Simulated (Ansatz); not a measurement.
Ansatz results at the PBE0-D4/def2-TZVP geometry: size of the dipole moment (PBE/def2-TZVPP) 2.32 D; ideal-gas entropy at 298 K and 1 bar (rigid rotor, harmonic PBE0-D4/def2-TZVP) 380 J/(mol·K); size of the dipole moment (B3LYP/def2-TZVPP) 2.52 D.

Each molecule was computed in one conformer, which needn't be the lowest.

(1) Which molecule gave them?
A. `C[N][GeH3]`•
B. `C[B]CC`•
C. `[CH3][Sn]([F])[SH]`•
D. `[F][GaH]`•

## Answers

(1) C. The others give `C[B]CC`•: 1.11, 333, 1.02; `C[N][GeH3]`•: 1.39, 328, 1.42; `[F][GaH]`•: 2.02, 259, 2.23.

B3LYP here is the variant with VWN-RPA as its local correlation; programs differ in this.
